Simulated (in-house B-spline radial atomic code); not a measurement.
The numbers below are computed, except where a source is named.
# Building a PAW d channel for Sb, r_c = 0.962 bohr

Sb, [Kr] 4d10 5s2 5p3, non-relativistic LDA (VWN5), spherical and spin-unpolarised, from a B-spline radial code for spherical atoms (atomic units; all potentials screened as in the neutral atom).

Two all-electron partial waves φ1, φ2 are integrated outwards at E1 = ε(4d) = -1.297335 and E2 = E1 + 1 hartree; φ1 is the bound orbital and φ2 has unit norm inside r_c = 0.9623 bohr. Smooth partners are polynomials, r^3(a0 + a1 r² + a2 r⁴ + a3 r⁶), matched to φ and three derivatives at r_c, with no condition on the norm. The local potential is -41.6832 + (101.626) r² + (-106.813) r⁴ + (42.1609) r⁶ inside 0.7879 bohr and the all-electron one outside.

```tsv
wave	φ(r_c)	φ'(r_c)	a0	a1	a2	a3
1	1.042038	-0.535933	7.526573	-13.71219	9.757764	-2.552428
2	1.274852	-2.004285	11.77719	-22.50713	16.17806	-4.253129
```

Inside r_c the overlaps are <φi φj> = [[0.49591, 0.70265], [0.70265, 1.00000]] and, for the smooth waves, [[0.45112, 0.63274], [0.63274, 0.89086]]. With χj = (Ej − T − V_local) applied to smooth wave j, the program's quadrature gives the matrix B_ij = <smooth i, χj> as [[0.75831, 1.09349], [1.16340, 1.68648]].

(1) Check the match of the first wave, and find the augmentation charges q_ij.

(2) B isn't symmetric. Show that D_ij = B_ij + Ej q_ij is.

Solving (T + V_local + Σ p D p) ψ = E (1 + Σ p q p) ψ in a sphere of 9 bohr gives these levels:

```tsv
all-electron	one projector	two projectors
-1.297330	-1.297330	-1.297330
0.071490	0.071277	0.071490
0.300220	0.299520	0.300219
0.688731	0.686969	0.688730
1.226680	1.222740	1.226670
```

(3) What does the second projector gain?

Answers

(1) At r_c the four terms are 6.70701, -11.31512, 7.45631, -1.80613, which sum to 1.0421, φ1(r_c) to rounding. q_ij is the all-electron overlap less the smooth one: [[0.04478, 0.06991], [0.06991, 0.10914]]. The smooth first wave has a norm of 0.4511 inside r_c against 0.4959, and q11 > 0 puts back the missing charge.

(2) Integrating by parts gives B12 − B21 = (E1 − E2) q12: 1.09349 − (1.16340) = -0.06991, and −1 × (0.06991) = -0.06991. So D12 = 1.09349 + (-0.297335)(0.06991) = 1.07270 and D21 = 1.16340 + (-1.297335)(0.06991) = 1.07270; D11 = 0.70021, D22 = 1.65403. The projectors, p = (B⁻¹)ᵀ χ, are dual to the smooth waves; det B = 0.0067, small beside B11 B22, as the two smooth waves look alike inside r_c.

(3) With one projector the errors are 0.00, -0.21, -0.70, -1.76, -3.94 millihartree. With two the errors are 0.00, 0.00, 0.00, 0.00, -0.01 millihartree. The scattering is exact at E1 and at E2 = -0.297, and over all levels compared the largest error is 0.01 millihartree. The lowest eigenvalue of the overlap operator is 1 with one and 1 with two projectors. The smooth orbital alone needs a cutoff of 61.8 hartree for 1 millihartree of kinetic energy, against 52.8 for a norm-conserving Troullier-Martins orbital of the same radius.
